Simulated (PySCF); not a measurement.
A barrier at the coupled-cluster level

Start structure (SiH5SBr, closed shell), relaxed at PBE0-D4/def2-TZVP:

Si1  (0.378, -0.327, -1.489)
Br2  (2.019, -0.128, 0.005)
H3  (0.548, -1.624, -2.181)
H4  (0.500, 0.794, -2.447)
H5  (-0.909, -0.269, -0.762)
H6  (-0.036, -0.026, 2.103)
S7  (-1.289, 0.196, 2.534)
H8  (-1.190, 1.514, 2.302)
(Å)

The step: SiH₃Br ([SiH3][Br]) + H₂S → SiH₄S ([SiH3][SH]) + HBr; bonds formed: Si1–S7, Br2–H6; bonds broken: Si1–Br2, H6–S7. Program: PySCF 2.14 with density fitting (its default auxiliary sets; JK sets also for MP2 and CCSD(T)). Basis: def2-TZVPP and def2-QZVPP. Cores are frozen in the correlated methods. Filled d shells of the heavier atoms are correlated. The def2 sets are not built for correlating such inner shells, so the correlated values are less sure here. Extrapolation: Hartree–Fock as exp(−7.88 √X), correlation as X^−2.97. Energies below are by CCSD(T) at an estimated basis limit (MP2 extrapolated from triple and quadruple zeta, plus CCSD(T) − MP2 in triple zeta).

What are the electronic barrier and the energy of the step, from the start structure to the end structure? (To be estimated.)

Computed: Barrier 144.9 kJ/mol; step energy 30.7 kJ/mol (uphill); reverse barrier, their difference, 114.2 kJ/mol. Barrier and step energy count from the start structure, the reverse barrier from the end structure.

The saddle point: One imaginary mode of 301i cm⁻¹.
| pair | start (Å) | saddle (Å) | end (Å) |
| --- | --- | --- | --- |
| Si1–S7 | 4.39 | 2.34 | 2.15 |
| Br2–H6 | 2.94 | 2.18 | 1.44 |
| Si1–Br2 | 2.23 | 2.67 | 4.25 |
| H6–S7 | 1.34 | 1.39 | 2.34 |

Zero-point energy (harmonic, PBE0-D4): ZPE is 109.6 kJ/mol at the start and 111.6 kJ/mol at the saddle, so the barrier goes from 144.9 to 147.0 kJ/mol.

No T1 diagnostic of these runs exceeds 0.011. The start structure is not quite a true minimum (one mode of 42i cm⁻¹).

Labels in which every atom is bracketed show which atoms are joined, not bond orders.

For scale, one of the runs: CCSD(T)/def2-TZVPP, 202 basis functions, launched by `OMP_NUM_THREADS=4 python run.py`. The run took 12 min on 4 CPU threads of an Intel Xeon (shared host), with 2.9 GiB of host memory at its peak.
